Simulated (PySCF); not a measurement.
Al(Me)(SiH3)2 (CH₉AlSi₂), SMILES [CH3][Al]([SiH3])[SiH3].

Geometry optimised at ωB97X-D3(BJ)/def2-SVP. The structure was generated by enumeration; whether it is a known compound was not checked.

Calculation: PBE0/def2-TZVP in PySCF.

Gas-phase values at a fixed geometry.

The total energy is -864.54385 hartree and the highest occupied level is -7.06 eV. The lowest empty level is -2.05 eV, the orbital gap is 5.01 eV and the dipole moment comes out as 1.30 D. The quadrupole, principal values (traceless, Buckingham form, about the centre of nuclear charge) is -6.67, -0.53, 7.19 D·Å. The mean static polarisability is 106.4 bohr³ (15.76 Å³). The polarisability, principal values is 83.0, 109.2, 126.8 bohr³.
